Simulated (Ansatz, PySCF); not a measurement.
This PySCF input computes a r2SCAN/def2-TZVPD energy:

```python
from pyscf import gto, scf, dft

mol = gto.M(
    atom='''
    Pb   -0.00000000   -0.00000000   -0.42772181
    Cl    0.00000000    0.00000000    2.06312872
    ''',
    basis='def2-tzvpd',
    ecp='def2-tzvp',
    charge=0,
    spin=1,
    symmetry='C2v',
    verbose=4,
)

mf = dft.UKS(mol, xc='r2scan').density_fit(auxbasis='def2-universal-jkfit')
mf.grids.level = 4
mf.conv_tol = 1e-9
mf.max_cycle = 100
mf.max_memory = 1500
mf.kernel()
if not mf.converged:
    mf = mf.newton()
    mf.kernel(mf.make_rdm1())
mf.analyze()
```

Question: Write an input for the same energy in Ansatz (a quantum-chemistry and plane-wave program) and say what it gives.

Answer: 
Ansatz 0.2 input:
```yaml
crystal:
  periodic: [false, false, false]
  atoms:
    - {symbol: Pb, position_ang: [-0.00000000, -0.00000000, -0.42772181]}
    - {symbol: Cl, position_ang: [0.00000000, 0.00000000, 2.06312872]}
basis:
  gaussian:
    orbitals: def2-TZVPD
hamiltonian:
  xc: {name: r2SCAN}
magnetization: {spin_polarized: true, initial_magnetization: 1}
output: {forces: true}
```
It gives -653.18652 Eh, and PySCF -653.18653 Eh, a difference of 0.01 mEh.
